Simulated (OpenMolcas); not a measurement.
# How basis sets differ on CH6AlFSi (SMILES C[SiH2][AlH][F])

CH6AlFSi has 10 atoms, charge 0, and is taken as a singlet. SMILES: `C[SiH2][AlH][F]`. Geometry: relaxed at PBE0-D4/def2-TZVP. This is one conformer, not always the lowest.

```xyz
10

C     0.2093    1.5221   -0.5497
Si   -0.4873    0.1857    0.5781
Al    0.3205   -2.0619    0.0185
F    -0.2713   -3.3244    0.9101
H    -0.1710    2.5049   -0.2628
H    -0.0699    1.3408   -1.5899
H     1.2998    1.5511   -0.4953
H    -1.9787    0.1980    0.5096
H    -0.1292    0.4904    1.9955
H     1.3611   -2.4579   -1.1110
```

Each level gives the dipole moment (D). The values are calculated.

| level | kind | program | value (D) | CPU time |
| --- | --- | --- | --- | --- |
| HF/ANO-R0 (sfX2C) | Hartree–Fock | OpenMolcas | 0.07 | 7.1 s |
| HF/ANO-RCC-MB (DKH2) | Hartree–Fock | OpenMolcas | 1.96 | 2.4 s |
| HF/STO-3G | Hartree–Fock | OpenMolcas | 0.85 | 3.1 s |
| HF/3-21G | Hartree–Fock | OpenMolcas | 2.22 | 3.8 s |
| HF/6-31G* (spherical functions) | Hartree–Fock | OpenMolcas | 2.18 | 9.8 s |
| HF/ANO-RCC-VDZP (DKH2, RICD fitting) | Hartree–Fock | OpenMolcas | 2.83 | 12 s |

The values span 0.07 to 2.83 D. Magnitudes only. Sets without polarisation functions give poor dipoles. Times are those of the runs behind each value, whatever else they computed, on shared processors of several kinds: orders of magnitude only.
